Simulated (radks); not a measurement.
These are the eigenvalues of the occupied orbitals of an atom or ion with whole-number occupations (eV). Method: scalar-relativistic Kohn-Sham, Slater X-alpha with alpha = 0.797, spin-unpolarised, spherical densities, finite nucleus; Fermi nuclear charge, rms radius of each element as measured or else 0.836 A^(1/3) + 0.57 fm; computed with a radial shooting solver on a logarithmic mesh with Libxc functionals.

| orbital | eigenvalue |
|---|---|
| 1s | -73981.71 |
| 2s | -12947.75 |
| 2p | -11294.47 |
| 3s | -3054.797 |
| 3p | -2568.557 |
| 3d | -2023.681 |
| 4s | -683.8640 |
| 4p | -523.9449 |
| 4d | -324.8627 |
| 5s | -139.6698 |
| 4f | -102.8672 |
| 5p | -97.9324 |
| 5d | -49.5634 |

Which element is it, and in what charge state? The configuration may be excited.

Answer. Z = 76, osmium, charge +4: Os4+ in [Xe] 4f14 5d4. The list shows which subshells hold electrons but not how many an open one holds; the 1s level, -2718.8 hartree, gives Z - s = 73.7 by -(Z - s)^2/2, which with screening and relativity narrows Z to a few neighbours, and the depths of the outer levels then fix element, charge and occupations together.
